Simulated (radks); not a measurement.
Values are calculated unless marked as measured or tabulated.
Species: Br I. Configuration: [Ar] 3d10 4s2 4p4 4d1 (not the ground configuration). Level of theory: scalar-relativistic Kohn-Sham, PBEsol, spin-polarised, spherical densities, finite nucleus; open shells are filled with parallel spins first; Fermi nuclear charge, rms radius 4.1629 fm (a radial shooting solver on a logarithmic mesh with Libxc functionals).

Radial electron density D(r) = 4 pi r^2 rho(r):

| r (bohr) | D(r) (e/bohr) | spin D(r) |
|---|---|---|
| 0.003143 | 3.467 | -0.0000561 |
| 0.003659 | 4.487 | -0.0000702 |
| 0.004293 | 5.848 | -0.0000869 |
| 0.004998 | 7.468 | -0.000103 |
| 0.005865 | 9.576 | -0.000118 |
| 0.006883 | 12.15 | -0.000123 |
| 0.008013 | 15.07 | -0.000108 |
| 0.009403 | 18.63 | -0.0000493 |
| 0.01095 | 22.45 | 0.0000805 |
| 0.01285 | 26.80 | 0.000356 |
| 0.01496 | 31.08 | 0.000840 |
| 0.01755 | 35.41 | 0.00173 |
| 0.02043 | 39.01 | 0.00316 |
| 0.02398 | 41.84 | 0.00560 |
| 0.02814 | 43.27 | 0.00945 |
| 0.03276 | 43.16 | 0.0149 |
| 0.03844 | 41.58 | 0.0232 |
| 0.04475 | 39.22 | 0.0339 |
| 0.05251 | 36.79 | 0.0483 |
| 0.06113 | 35.62 | 0.0640 |
| 0.07174 | 36.61 | 0.0808 |
| 0.08352 | 39.89 | 0.0933 |
| 0.09801 | 44.96 | 0.0977 |
| 0.115 | 49.69 | 0.0879 |
| 0.1339 | 51.61 | 0.0640 |
| 0.1571 | 49.30 | 0.0288 |
| 0.1829 | 43.30 | 0.0000433 |
| 0.2147 | 35.42 | -0.00427 |
| 0.2499 | 29.73 | 0.0321 |
| 0.2933 | 28.11 | 0.111 |
| 0.3414 | 30.44 | 0.194 |
| 0.4006 | 33.97 | 0.241 |
| 0.4702 | 34.86 | 0.207 |
| 0.5473 | 31.51 | 0.109 |
| 0.6423 | 24.50 | 0.00635 |
| 0.7478 | 16.99 | 0.00248 |
| 0.8775 | 10.62 | 0.166 |
| 1.022 | 7.001 | 0.472 |
| 1.199 | 5.319 | 0.862 |
| 1.396 | 4.717 | 1.17 |
| 1.638 | 4.186 | 1.29 |
| 1.922 | 3.367 | 1.19 |
| 2.237 | 2.403 | 0.932 |
| 2.626 | 1.454 | 0.620 |
| 3.057 | 0.7927 | 0.377 |
| 3.587 | 0.3854 | 0.216 |
| 4.176 | 0.2027 | 0.141 |
| 4.9 | 0.1296 | 0.112 |
| 5.705 | 0.1107 | 0.106 |
| 6.695 | 0.1059 | 0.105 |
| 7.856 | 0.09813 | 0.0980 |
| 9.146 | 0.08186 | 0.0819 |
| 10.73 | 0.05680 | 0.0568 |
| 12.49 | 0.03350 | 0.0335 |
| 14.66 | 0.01609 | 0.0161 |
| 17.07 | 0.006732 | 0.00673 |
| 20.03 | 0.002143 | 0.00214 |
| 23.32 | 0.0005492 | 0.000549 |

D(r) has 3 maxima, at r = 0.0300, 0.134, 0.448 bohr, and minima at 0.0621, 0.286 bohr, inside which lie 2.06, 11.04 electrons.
